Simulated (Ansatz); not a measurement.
Ansatz (a first-principles code) input (wB97M-V/def2-TZVPD):

Ansatz 0.2 input:
```yaml
crystal:
  periodic: [false, false, false]
  atoms:
    - {symbol: C, position_ang: [1.30797626, -0.11530799, -0.13642293]}
    - {symbol: C, position_ang: [0.12161185, -0.00590488, -0.01561909]}
    - {symbol: O, position_ang: [-1.16888275, 0.18455828, 0.07224284]}
    - {symbol: H, position_ang: [2.35837514, -0.21907017, -0.23917863]}
    - {symbol: H, position_ang: [-1.58484181, -0.53011876, 0.57348801]}
basis:
  gaussian:
    orbitals: def2-TZVPD
hamiltonian:
  xc: {name: wB97M-V}
output: {forces: true}
```

End of the output:

```
integrals: 0.04 GiB planned
634 factors; their error is unknown
integrals: 0.08 GiB planned
218 factors; integrals over basis functions are off by at most 6.0e-5 eV
mean field: 0.50 GiB planned
mean field evaluation 1: about -4147.9887 eV, gradient 4.1e1 eV
mean field evaluation 2: about -4149.6387 eV, gradient 2.9e1 eV
mean field evaluation 4: about -4151.2127 eV, gradient 1.7e0 eV
mean field evaluation 8: about -4151.2216 eV, gradient 3.0e-2 eV
mean field evaluation 16: about -4151.2209 eV, gradient 5.2e-5 eV
mean field -4151.22090929 eV, -152.5545546179 hartree, gradient 5.2e-5 eV, S^2 0.000000; 0 other end points of the search recorded, 0 dependent functions left out
the calculation of the forces begins
reference -4151.22095531 eV, -152.5545563092 hartree; 11, 11 occupied and 121, 121 virtual orbitals, 634 factors
Total energy: -4151.22095531 eV, -152.5545563092 hartree
Atom 0 at     1.307976    -0.115308    -0.136423 Å, force    -0.230027     0.007263     0.031924 eV/Å
Atom 1 at     0.121612    -0.005905    -0.015619 Å, force     0.326628    -0.043505    -0.025104 eV/Å
Atom 2 at    -1.168883     0.184558     0.072243 Å, force    -0.210841    -0.020601     0.045872 eV/Å
Atom 3 at     2.358375    -0.219070    -0.239179 Å, force     0.027436    -0.001152    -0.003633 eV/Å
Atom 4 at    -1.584842    -0.530119     0.573488 Å, force     0.086805     0.057996    -0.049059 eV/Å
Dipole moment:    -0.150009    -0.252566     0.177615 e Å
```
